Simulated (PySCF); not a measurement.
Compound: C5H10N2OSi.
Bonds: C1–C2 (triple), C2–Si3, Si3–O4, O4–C5, Si3–N6, N6–C7, C7–C8, C8–N9, Si3–N9. Hydrogens: H10 on C1; H11, H12, H13 on C5; H14 on N6; H15, H16 on C7; H17, H18 on C8; H19 on N9.

NICS is the negative of the GIAO shielding at a point without a nucleus: at the ring centre (0) and 1 Å above and below it (1); zz is the component along the ring normal. Level: GIAO CAM-B3LYP/pcSseg-1 (PySCF, non-relativistic, gas phase) on the PBE0-D3(BJ)/def2-SVP geometry, one conformer.

Ring bond lengths (Å): Si3–N6 1.718, N6–C7 1.454, C7–C8 1.531, C8–N9 1.454, N9–Si3 1.725.

What do the NICS probes read (ppm)?

| ring | type | NICS(0) | NICS(1), two faces | NICS(1)zz, two faces | rms pucker (Å) | centre to ring atoms, mean (Å) |
| --- | --- | --- | --- | --- | --- | --- |
| Si3–N6–C7–C8–N9 | 5-membered ring with 2 N and Si; formal bonds all single | -7.7 | -3.0 / -2.7 | -2.2 / -1.7 | 0.15 | 1.32 |

What do they say, and how far can they be read as aromaticity?

- Si3–N6–C7–C8–N9: mean NICS(1)zz -2.0 ppm, near zero. Si3, C7, C8 have four or more neighbours; no verdict on aromaticity is drawn.

What are the shieldings of the ring atoms and their hydrogens in the same run (means over atoms taken as equivalent)?

| atoms | environment | σ isotropic (ppm) |
| --- | --- | --- |
| Si3 | oxygen-bound silicon | 386.4 |
| N6 (×2) | silicon-bound nitrogen | 225.6 |
| C7 (×2) | sp3 carbon bound to nitrogen | 136.7 |
| H14 (×2) | N–H hydrogen | 31.05 |
| H15 (×2) | methylene hydrogen | 28.28 |
| H16 (×2) | methylene hydrogen | 28.23 |

How do the values depend on the level or the medium?

| level | NICS(0), Si3–N6–C7–C8–N9 | mean NICS(1)zz, Si3–N6–C7–C8–N9 |
| --- | --- | --- |
| CAM-B3LYP/pcSseg-1, gas | -7.7 | -2.0 |
| PBE0/pcSseg-1, gas | -7.9 | -2.1 |

The geometry is the same throughout.
